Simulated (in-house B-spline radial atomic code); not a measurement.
A run on Li (an excited or competing configuration) that did not converge. Method: scalar-relativistic (X2C) wB97X, spin-polarised, spherical fractional occupations, Fermi nucleus of rms radius 2.444 fm; computed with a B-spline radial code for spherical atoms.

Command:
```bash
python run_scf.py task.json out
```
Settings (nuclear radius in fm, mass in u):
```
Z                3
configuration    [He] 3p1
hamiltonian      x2c
method           wb97x
spin_polarised   True
nucleus          fermi
rms_radius       2.444
atomic_mass      7.016
speed_of_light   137.035999084
```

First and last ten iterations of the last attempt (damped for 15 steps, keeping 80 % of the old Fock matrix, then DIIS):
```
 iter        energy (Eh)    residual
    1          -7.181384    6.48e-02
    2          -7.323286    9.50e-03
    3          -7.324303    7.53e-03
    4          -7.324938    5.97e-03
    5          -7.325343    4.74e-03
    6          -7.325613    3.77e-03
    7          -7.325803    3.00e-03
    8          -7.325947    2.39e-03
    9          -7.326063    1.90e-03
   10          -7.326164    1.52e-03
  111          -7.326203    3.66e-04
  112          -7.326203    3.66e-04
  113          -7.326203    3.71e-04
  114          -7.326195    4.25e-04
  115          -7.326199    3.27e-04
  116          -7.326203    3.72e-04
  117          -7.326210    6.42e-04
  118          -7.326211    6.78e-04
  119          -7.326209    5.72e-04
  120          -7.326205    4.27e-04
 not converged after 120 iterations
```

The smallest residual met was 3.2e-04; the threshold is about 1e-07. Over the last five steps the energy moves by less than 2e-05 hartree, but the orbitals didn't meet the threshold. Run time, properties included: 4.3 s on 1 thread of Intel(R) Xeon(R) Platinum 8259CL CPU @ 2.50GHz, with other jobs on the host.
